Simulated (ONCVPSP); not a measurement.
**Before and after: ONCV potential for Mo**

```json
{
 "Element": "Mo (Z = 42)",
 "Generator": "ONCVPSP 4.0.1",
 "Type": "optimised norm-conserving Vanderbilt (ONCV)",
 "Functional": "LDA (Perdew-Zunger)",
 "Relativity": "scalar-relativistic",
 "Frozen core": "[Ar] 3d10",
 "Valence charge": "14",
 "Reference configuration": "4s2 4p6 4d5 5s0.5 5p0.5",
 "Partial waves": "4s+5s: rc 1.55 bohr, ncon 4, nbas 7, qcut 7.2 1/bohr, 2 projectors; 4p+5p: rc 2.25 bohr, ncon 3, nbas 7, qcut 5.8 1/bohr, 2 projectors; 4d: rc 2.15 bohr, ncon 3, nbas 7, qcut 6 1/bohr, 2 projectors, debl 1.8 Ha",
 "Local potential": "polynomial inside 1.00 bohr (lpopt 5, dvloc0 0 Ha)",
 "Core correction": "polynomial model core, fcfact 0.55"
}
```

Change: s: qcut 5.4; p: qcut 4.4; d: qcut 4.5.

Cutoffs: the cutoffs (Ha) at which the residual kinetic energy of the hardest occupied pseudo-wave falls to 1 and 0.1 mHa per electron; they do not see the model core or the augmentation charge, which bear on the density cutoff. Errors are all-electron minus pseudo energies relative to the spin-unpolarised reference configuration.

**Question.** How do hardness, ghosts and transferability respond?

**Answer.** The potential gets harder (21 Ha and 24 Ha → 32 Ha and 52 Ha); the number of tests with a reliable result goes from 3 to 4; of the 3 tests that both files solve, the error grows in 2 and shrinks in 0 by more than 15 % and 0.3 meV (median size 1.8 → 7.1 meV); neither file shows a bound ghost.

| quantity | base | changed |
| --- | --- | --- |
| cutoff, loose | 21 Ha | 32 Ha |
| cutoff, tight | 24 Ha | 52 Ha |
| loose cutoff by channel | s 21 Ha, p 12 Ha, d 14 Ha | s 32 Ha, p 9.4 Ha, d 23 Ha |
| bound ghosts | none | none |
| GHOST(+) flags under 300 eV | s at 120.6 eV | s at 103.6 eV, p at 124.1 eV |
| tests with a reliable result | 3 of 4 | 4 of 4 |
| error for 4s2 4p6 4d5 5s1 5p0, meV [ΔE -1.60 eV] | +0.2 | +0.2 |
| error for 4s2 4p6 4d5 5s0 5p0, meV [ΔE 5.59 eV] | -1.8 | -7.1 |
| error for 4s1 4p6 4d5 5s1 5p0, meV [ΔE 68.71 eV] | -144 | -348 |
| s: phases at 1.57 bohr within 0.05 rad from the reference energy up to (Ha; the scan ends near 5) | 3.1 | 2.3 |
| p: phases at 2.28 bohr within 0.05 rad from the reference energy up to (Ha; the scan ends near 5) | to the end of the scan | 4.0 |
| d: phases at 2.18 bohr within 0.05 rad from the reference energy up to (Ha; the scan ends near 5) | to the end of the scan | to the end of the scan |
| rms error of d²Exc/dni dnj with the model core, mHa | 0.28 | 0.78 |
